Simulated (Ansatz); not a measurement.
## Nudged elastic band run: BCl2FH2

Input file:

```yaml
crystal:
  periodic: [false, false, false]
  atoms:
    - { symbol: B, position_ang: [0.020549, 0.48119, -0.189009] }
    - { symbol: H, position_ang: [0.066877, 0.886217, 0.933633] }
    - { symbol: Cl, position_ang: [1.462761, 0.477218, -1.199431] }
    - { symbol: F, position_ang: [-1.119916, 0.078127, -0.715603] }
    - { symbol: Cl, position_ang: [0.53759, -2.469078, 1.118631] }
    - { symbol: H, position_ang: [0.148438, -2.307374, 2.341478] }
basis:
  gaussian: { orbitals: def2-SVPD }
hamiltonian:
  xc: b3lyp
  dispersion: d4
neb:
  order_check: false
  images: 7
  f_tol: 0.03
  max_iterations: 60
  final_atoms:
    - { symbol: B, position_ang: [0.15991492, -0.64965482, -0.59097372] }
    - { symbol: H, position_ang: [-0.05700316, 0.30312065, 2.25389389] }
    - { symbol: Cl, position_ang: [1.53288558, 0.39404355, -0.90787153] }
    - { symbol: F, position_ang: [-1.04997863, -0.12942386, -0.56820143] }
    - { symbol: Cl, position_ang: [0.35776898, -2.3712252, -0.32154142] }
    - { symbol: H, position_ang: [0.17271131, -0.40056031, 2.4243932] }
  initial_path:
    images:
      - { positions_ang: [[0.020549, 0.48119, -0.189009], [0.066877, 0.886217, 0.933633], [1.462761, 0.477218, -1.199431], [-1.119916, 0.078127, -0.715603], [0.53759, -2.469078, 1.118631], [0.148438, -2.307374, 2.341478]] }
      - { positions_ang: [[0.01092183, 0.36244743, -0.13741267], [0.05087044, 0.6543718, 1.08935138], [1.49195434, 0.37769743, -1.13269925], [-1.13230057, 0.05736742, -0.69364477], [0.52806701, -2.35164336, 0.9965037], [0.16678596, -1.95394072, 2.16760062]] }
      - { positions_ang: [[0.00129466, 0.24370487, -0.08581633], [0.03486387, 0.4225266, 1.24506976], [1.52114768, 0.27817686, -1.06596751], [-1.14468514, 0.03660784, -0.67168654], [0.51854402, -2.23420873, 0.87437639], [0.18513392, -1.60050744, 1.99372323]] }
      - { positions_ang: [[-0.00833251, 0.1249623, -0.03422], [0.01885731, 0.1906814, 1.40078814], [1.55034102, 0.17865629, -0.99923576], [-1.15706971, 0.01584826, -0.64972832], [0.50902103, -2.11677409, 0.75224909], [0.20348187, -1.24707416, 1.81984585]] }
      - { positions_ang: [[-0.01795969, 0.00621973, 0.01737633], [0.00285074, -0.0411638, 1.55650652], [1.57953436, 0.07913572, -0.93250401], [-1.16945428, -0.00491131, -0.62777009], [0.49949803, -1.99933946, 0.63012178], [0.22182983, -0.89364088, 1.64596847]] }
      - { positions_ang: [[0.02650897, -0.15774891, -0.13471118], [-0.01211274, 0.04490732, 1.73085336], [1.56787217, 0.15786268, -0.92634589], [-1.13958537, -0.03603945, -0.61287792], [0.46406577, -2.0923109, 0.39220598], [0.2095502, -0.77037074, 1.84057465]] }
      - { positions_ang: [[0.07097762, -0.32171754, -0.28679869], [-0.02707621, 0.13097843, 1.9052002], [1.55620997, 0.23658963, -0.92018777], [-1.10971646, -0.06716759, -0.59798576], [0.42863351, -2.18528233, 0.15429018], [0.19727057, -0.6471006, 2.03518083]] }
      - { positions_ang: [[0.11544627, -0.48568618, -0.43888621], [-0.04203969, 0.21704954, 2.07954705], [1.54454778, 0.31531659, -0.91402965], [-1.07984754, -0.09829572, -0.58309359], [0.39320124, -2.27825377, -0.08362562], [0.18499094, -0.52383046, 2.22978702]] }
      - { positions_ang: [[0.15991492, -0.64965482, -0.59097372], [-0.05700316, 0.30312065, 2.25389389], [1.53288558, 0.39404355, -0.90787153], [-1.04997863, -0.12942386, -0.56820143], [0.35776898, -2.3712252, -0.32154142], [0.17271131, -0.40056031, 2.4243932]] }
```

Run as:

```bash
$ ansatz run input.yaml --threads 4 --pin off --max-ram 5120MiB --backend cpu --events-out ev --progress --plain --runs-dir out
```

Output, in part (warnings, iteration lines, the closing report on the highest movable image, with atoms numbered from 0):

```
NEB end point (image 0): max|allowed force component| = 2.519e-2 eV/Å (the criterion of neb.relax_end_points is 1.000e-2)
NEB end point (image 8): max|allowed force component| = 8.474e-3 eV/Å (the criterion of neb.relax_end_points is 1.000e-2)
NEB iter   1: max|band force component| = 3.997e0 eV/Å  barrier→ = 2.7773 eV  barrier← = 3.2304 eV  Δτ_max = 0.2000 Å  (222 SCF iters)
NEB iter   2: max|band force component| = 2.327e0 eV/Å  barrier→ = 1.5018 eV  barrier← = 1.9550 eV  Δτ_max = 0.2000 Å  (235 SCF iters)
NEB iter   3: max|band force component| = 3.050e0 eV/Å  barrier→ = 1.2574 eV  barrier← = 1.7105 eV  Δτ_max = 0.1000 Å  (223 SCF iters)
NEB iter   4: max|band force component| = 1.294e0 eV/Å  barrier→ = 1.1985 eV  barrier← = 1.6516 eV  Δτ_max = 0.1000 Å  (199 SCF iters)
NEB iter   5: max|band force component| = 8.804e-1 eV/Å  barrier→ = 1.1603 eV  barrier← = 1.6134 eV  Δτ_max = 0.1000 Å  (199 SCF iters)
NEB iter   6: max|band force component| = 1.656e0 eV/Å  barrier→ = 1.1178 eV  barrier← = 1.5709 eV  Δτ_max = 0.0500 Å  (205 SCF iters)
NEB iter   7: max|band force component| = 1.075e0 eV/Å  barrier→ = 1.0569 eV  barrier← = 1.5101 eV  Δτ_max = 0.1010 Å  (199 SCF iters)
NEB iter   8: max|band force component| = 2.493e0 eV/Å  barrier→ = 1.0295 eV  barrier← = 1.4826 eV  Δτ_max = 0.0498 Å  (205 SCF iters)
NEB iter   9: max|band force component| = 1.007e0 eV/Å  barrier→ = 0.9995 eV  barrier← = 1.4527 eV  Δτ_max = 0.0498 Å  (202 SCF iters)
NEB iter  10: max|band force component| = 5.738e-1 eV/Å  barrier→ = 0.9371 eV  barrier← = 1.3902 eV  Δτ_max = 0.0502 Å  (202 SCF iters)
NEB iter  11: max|band force component| = 9.909e-1 eV/Å  barrier→ = 0.9790 eV  barrier← = 1.4321 eV  Δτ_max = 0.0248 Å  (203 SCF iters)
NEB iter  12: max|band force component| = 7.369e-1 eV/Å  barrier→ = 1.0031 eV  barrier← = 1.4562 eV  Δτ_max = 0.0116 Å  (207 SCF iters)
NEB iter  13: max|band force component| = 8.696e-1 eV/Å  barrier→ = 0.9909 eV  barrier← = 1.4440 eV  CI = image 4  Δτ_max = 0.0058 Å  (206 SCF iters)
NEB iter  14: max|band force component| = 8.368e-1 eV/Å  barrier→ = 1.0017 eV  barrier← = 1.4548 eV  CI = image 4  Δτ_max = 0.0116 Å  (204 SCF iters)
NEB iter  15: max|band force component| = 7.721e-1 eV/Å  barrier→ = 1.0229 eV  barrier← = 1.4760 eV  CI = image 4  Δτ_max = 0.0117 Å  (204 SCF iters)
NEB iter  16: max|band force component| = 7.081e-1 eV/Å  barrier→ = 1.0421 eV  barrier← = 1.4953 eV  CI = image 4  Δτ_max = 0.0234 Å  (204 SCF iters)
NEB iter  17: max|band force component| = 5.681e-1 eV/Å  barrier→ = 1.0764 eV  barrier← = 1.5295 eV  CI = image 4  Δτ_max = 0.0234 Å  (204 SCF iters)
NEB iter  18: max|band force component| = 4.109e-1 eV/Å  barrier→ = 1.1031 eV  barrier← = 1.5562 eV  CI = image 4  Δτ_max = 0.0331 Å  (209 SCF iters)
NEB iter  19: max|band force component| = 1.670e-1 eV/Å  barrier→ = 1.1230 eV  barrier← = 1.5762 eV  CI = image 4  Δτ_max = 0.0469 Å  (204 SCF iters)
NEB iter  20: max|band force component| = 4.514e-1 eV/Å  barrier→ = 1.1243 eV  barrier← = 1.5774 eV  CI = image 4  Δτ_max = 0.0233 Å  (198 SCF iters)
NEB iter  21: max|band force component| = 3.561e-1 eV/Å  barrier→ = 1.1237 eV  barrier← = 1.5768 eV  CI = image 4  Δτ_max = 0.0116 Å  (203 SCF iters)
NEB iter  22: max|band force component| = 1.439e-1 eV/Å  barrier→ = 1.1227 eV  barrier← = 1.5759 eV  CI = image 4  Δτ_max = 0.0232 Å  (208 SCF iters)
NEB iter  23: max|band force component| = 3.257e-1 eV/Å  barrier→ = 1.1227 eV  barrier← = 1.5758 eV  CI = image 4  Δτ_max = 0.0117 Å  (201 SCF iters)
NEB iter  24: max|band force component| = 1.744e-1 eV/Å  barrier→ = 1.1226 eV  barrier← = 1.5758 eV  CI = image 4  Δτ_max = 0.0058 Å  (171 SCF iters)
NEB iter  25: max|band force component| = 8.508e-2 eV/Å  barrier→ = 1.1226 eV  barrier← = 1.5758 eV  CI = image 4  Δτ_max = 0.0116 Å  (176 SCF iters)
NEB iter  26: max|band force component| = 2.870e-1 eV/Å  barrier→ = 1.1226 eV  barrier← = 1.5757 eV  CI = image 4  Δτ_max = 0.0058 Å  (169 SCF iters)
NEB iter  27: max|band force component| = 1.331e-1 eV/Å  barrier→ = 1.1226 eV  barrier← = 1.5757 eV  CI = image 4  Δτ_max = 0.0058 Å  (163 SCF iters)
NEB iter  28: max|band force component| = 1.233e-1 eV/Å  barrier→ = 1.1226 eV  barrier← = 1.5757 eV  CI = image 4  Δτ_max = 0.0029 Å  (170 SCF iters)
NEB iter  29: max|band force component| = 7.665e-2 eV/Å  barrier→ = 1.1226 eV  barrier← = 1.5757 eV  CI = image 4  Δτ_max = 0.0015 Å  (162 SCF iters)
NEB iter  30: max|band force component| = 3.927e-2 eV/Å  barrier→ = 1.1226 eV  barrier← = 1.5757 eV  CI = image 4  Δτ_max = 0.0015 Å  (143 SCF iters)
NEB iter  31: max|band force component| = 7.545e-3 eV/Å  barrier→ = 1.1226 eV  barrier← = 1.5757 eV  CI = image 4  Δτ_max = 0.0000 Å  (322 SCF iters)
Total energy: -28463.76430641 eV, -1046.0240448281 hartree
Atom 0 at     0.087399    -0.217874     0.076978 Å, force     0.000516     0.000486    -0.000601 eV/Å
Atom 1 at     0.118853     0.201159     1.323260 Å, force    -0.000016    -0.000048    -0.000094 eV/Å
Atom 2 at     1.524838     0.344087    -0.794948 Å, force    -0.000396    -0.000138     0.000227 eV/Å
Atom 3 at    -1.130857    -0.100405    -0.441425 Å, force     0.000010    -0.000031     0.000183 eV/Å
Atom 4 at     0.320265    -2.243771     0.712786 Å, force     0.000056    -0.000370    -0.000032 eV/Å
Atom 5 at     0.195800    -0.836896     1.413047 Å, force    -0.000170     0.000101     0.000317 eV/Å
Dipole moment:     0.022633     0.116504     0.349653 e Å
```

It converged. A vibrational analysis at the climbing image gives one clearly imaginary mode, 963i cm⁻¹: a first-order saddle point. The orbitals stay closed-shell, which can raise the energy where a bond breaks towards radicals; this wasn't checked here.

Final band (atoms are numbered from 1 in the order of the input):

```csv
image,path coordinate (Å),energy (kcal/mol),B1–H2 (Å),Cl5–H6 (Å),B1–Cl5 (Å)
0,0.00,0.0,1.19,1.29,3.27
1,0.61,0.3,1.20,1.29,3.20
2,1.21,1.6,1.20,1.29,3.12
3,1.82,8.1,1.21,1.32,2.68
4,2.43,25.9,1.32,1.58,2.14
5,2.94,8.7,1.66,2.03,1.86
6,3.46,-5.0,2.16,2.46,1.77
7,3.97,-9.7,2.60,2.93,1.76
8,4.49,-10.4,3.01,3.38,1.75
```

Time of the run: 5.1 min on 4 threads of Arm Neoverse V1 (shared host), peak memory 0.27 GiB.
